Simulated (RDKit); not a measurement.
Input file for RDKit: MMFF94 on H2S (SMILES S).

```python
from rdkit import Chem
from rdkit.Chem import AllChem, rdDetermineBonds

blocks = [
'''3

S     0.66616602    0.81232908    3.70924954
H    -0.30509309    0.00248551    4.15919223
H     0.38804757    0.54301950    2.40787776
''',
]
mol = None
for b in blocks:
    f = Chem.MolFromXYZBlock(b)
    rdDetermineBonds.DetermineBonds(f, charge=0)
    mol = f if mol is None else Chem.CombineMols(mol, f)
Chem.SanitizeMol(mol)
print(Chem.MolToSmiles(Chem.RemoveHs(mol)))
ff = AllChem.MMFFGetMoleculeForceField(mol, AllChem.MMFFGetMoleculeProperties(mol), nonBondedThresh=100.0, ignoreInterfragInteractions=False)
e = ff.CalcEnergy()
print(f'MMFF94 energy {e:.6f} kcal/mol')
```

The log:

```
S
MMFF94 energy 0.079671 kcal/mol
```

The run finished.

Cost: roughly 0.04 core-seconds.
